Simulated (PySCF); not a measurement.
Substituent effects on chemical shifts

Parent skeleton `[CH:1]1=[CH:2][O:3][CH:4]=[CH:5][CH2:6]1`; one hydrogen on atom 6 is replaced by X. Hydrogens on one atom are averaged.

- shieldings: GIAO PBE0/pcSseg-1
- geometry: GFN2-xTB
- code: PySCF 2.14
- one conformer, no solvent, fast rotation and ring inversion assumed for equivalent nuclei, non-relativistic

Chemical shifts δ = σref − σ; TMS for ¹³C and ¹H; ¹⁷O vs H2O, all at this level.

Parent (X = H): C1/C5 106.6, C2/C4 148.4, O3 161.7, C6 24.5, H(C1)/H(C5) 4.77, H(C2)/H(C4) 6.41, H(C6) 2.99 ppm. Effects are Δδ = δ(X) − δ(H), positive for deshielding.

(1) Give Δδ (ppm) for X = 2-thienyl, 2-furyl, CH2Cl.

(2) Which position responds most, and to which substituents?

Results:

(1) 
| X | SMILES | C1/C5 | C2/C4 | O3 | C6 | H(C1)/H(C5) | H(C2)/H(C4) | H(C6) |
| --- | --- | --- | --- | --- | --- | --- | --- | --- |
| 2-thienyl | C1=CC(c2cccs2)C=CO1 | +5.9 | -2.4 | +7.6 | +10.3 | +0.31 | +0.20 | +0.94 |
| 2-furyl | C1=CC(c2ccco2)C=CO1 | +3.7 | -2.1 | +6.3 | +9.9 | +0.22 | +0.17 | +1.14 |
| CH2Cl | ClCC1C=COC=C1 | +0.9 | +2.7 | +12.4 | +13.5 | -0.16 | +0.29 | +0.42 |

(2) H(C6): from +0.42 ppm with CH2Cl to +1.14 ppm with 2-furyl.

Experimental scales use liquid or dissolved standards, which lie at an offset from isolated H2O (liquid H2O: subtract about 36 ppm).
